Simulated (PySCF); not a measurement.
From one molecule to another.

First species: C7H11ClSi2.
InChI=1S/C7H11ClSi2/c1-4-10(7(2)3)6-5-9-8/h1,7,10H,9H2,2-3H3/t10-/m0/s1

Second species: C₆H₁₀O₂.
Structure used (GFN2-xTB), in Å, numbered top down from 1:
```xyz
18
C6H10O2 angstrom
C      2.021   -1.403   -0.048
C      1.723   -0.023   -0.531
C      0.624    0.665   -0.257
C      0.305    2.039   -0.751
O     -0.345    0.113    0.600
C     -1.538   -0.223    0.091
C     -2.441   -0.748    1.178
O     -1.837   -0.119   -1.067
H      2.115   -2.081   -0.896
H      1.234   -1.764    0.608
H      2.966   -1.415    0.494
H      2.473    0.438   -1.155
H      1.144    2.449   -1.305
H     -0.569    2.001   -1.400
H      0.074    2.691    0.091
H     -3.393   -1.042    0.747
H     -1.972   -1.599    1.665
H     -2.594    0.029    1.923
```

Levels: PBE0/pcSseg-1 for dipole moment, HOMO energy, LUMO energy and HOMO–LUMO gap; GFN2-xTB for rotational constant A and rotational constant C. Geometries: GFN2-xTB. All species are isolated and taken at one optimised geometry, non-relativistic unless stated. Electronic properties by PySCF.

Dipoles, sizes and rotational constants follow the conformer. The torsions of the flexible species, by atom-mapped SMILES:
- `[CH:1]#[C:2][Si@@H:3]([C:4]#[C:5][SiH2:6][Cl:7])[CH:8]([CH3:9])[CH3:10]`: C2–Si3–C8–C9 -57°
- `[CH3:1]/[CH:2]=[C:3](/[CH3:4])[O:5][C:6]([CH3:7])=[O:8]`: C2–C3–O5–C6 -113°, C3–O5–C6–C7 -178°

Values for the first species:

```
Dipole moment         : 1.46 D
HOMO energy           : -8.00 eV
LUMO energy           : -1.09 eV
HOMO–LUMO gap         : 6.91 eV
Rotational constant A : 1.162 GHz
Rotational constant C : 0.310 GHz
```

Problem. Estimate the same properties for the second species, and the change in each.

Solution. 
| property | first | second | second less first |
| --- | --- | --- | --- |
| dipole moment | 1.46 D | 1.77 D | +0.31 D |
| HOMO energy | -8.00 eV | -7.01 eV | +0.99 eV |
| LUMO energy | -1.09 eV | 0.17 eV | +1.26 eV |
| HOMO–LUMO gap | 6.91 eV | 7.18 eV | +0.27 eV |
| rotational constant A | 1.162 GHz | 2.920 GHz | +1.758 GHz |
| rotational constant C | 0.310 GHz | 1.185 GHz | +0.875 GHz |

On the first: A dipole of 1.46 D is allowed in C1, and pure rotational transitions are dipole-allowed. The dipole equals about 4.9 × 10⁻³⁰ C·m (1 D = 3.33564 × 10⁻³⁰ C·m).

On the second: The dipole equals about 5.9 × 10⁻³⁰ C·m (1 D = 3.33564 × 10⁻³⁰ C·m). GFN2-xTB frequencies show an imaginary mode (34i cm⁻¹), so this geometry is no minimum at that level.
